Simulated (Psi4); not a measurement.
Calculation: SAPT0/jun-cc-pVDZ, frozen core in Psi4.

Psi4 input:

```
molecule {
0 1
O 0.75261794 -0.51407877 0.34415328
C -0.41493021 -0.00202100 -0.08063810
O -0.56316242 1.09737049 -0.52955230
H 1.43658798 0.16490096 0.21851287
H -1.21111330 -0.74617169 0.04752425
--
0 1
B 1.07804453 2.11505976 -0.97952698
H 1.36968107 2.24074136 0.16659230
H 1.48183293 1.18227733 -1.59702922
H 0.38227661 2.92193262 -1.50802036
units angstrom
symmetry c1
no_reorient
no_com
}
set basis jun-cc-pvdz
set scf_type df
set freeze_core true
energy('sapt0')
```

Part of the output:

```
    SAPT Results
  --------------------------------------------------------------------------------------------------------
    Electrostatics                -44.40499836 [mEh]     -27.86455715 [kcal/mol]    -116.58530713 [kJ/mol]
      Elst10,r                    -44.40499836 [mEh]     -27.86455715 [kcal/mol]    -116.58530713 [kJ/mol]

    Exchange                       73.49857300 [mEh]      46.12105086 [kcal/mol]     192.97047682 [kJ/mol]
      Exch10                       73.49857300 [mEh]      46.12105086 [kcal/mol]     192.97047682 [kJ/mol]
      Exch10(S^2)                  71.56964146 [mEh]      44.91062805 [kcal/mol]     187.90606777 [kJ/mol]

    Induction                     -26.75887807 [mEh]     -16.79144950 [kcal/mol]     -70.25542471 [kJ/mol]
      Ind20,r                     -41.34931906 [mEh]     -25.94708944 [kcal/mol]    -108.56262223 [kJ/mol]
      Exch-Ind20,r                 26.81664200 [mEh]      16.82769691 [kcal/mol]      70.40708386 [kJ/mol]
      delta HF,r (2)              -12.22620101 [mEh]      -7.67205696 [kcal/mol]     -32.09988633 [kJ/mol]

    Dispersion                    -12.69189103 [mEh]      -7.96428186 [kcal/mol]     -33.32255530 [kJ/mol]
      Disp20                      -16.12255701 [mEh]     -10.11705727 [kcal/mol]     -42.32976761 [kJ/mol]
      Exch-Disp20                   3.43066599 [mEh]       2.15277541 [kcal/mol]       9.00721231 [kJ/mol]
      Disp20 (SS)                  -8.06127851 [mEh]      -5.05852863 [kcal/mol]     -21.16488381 [kJ/mol]
      Disp20 (OS)                  -8.06127851 [mEh]      -5.05852863 [kcal/mol]     -21.16488381 [kJ/mol]
      Exch-Disp20 (SS)              1.82873691 [mEh]       1.14754974 [kcal/mol]       4.80134811 [kJ/mol]
      Exch-Disp20 (OS)              1.60192907 [mEh]       1.00522567 [kcal/mol]       4.20586420 [kJ/mol]

  Total HF                          2.33469656 [mEh]       1.46504421 [kcal/mol]       6.12974497 [kJ/mol]
  Total SAPT0                     -10.35719447 [mEh]      -6.49923765 [kcal/mol]     -27.19281033 [kJ/mol]
```
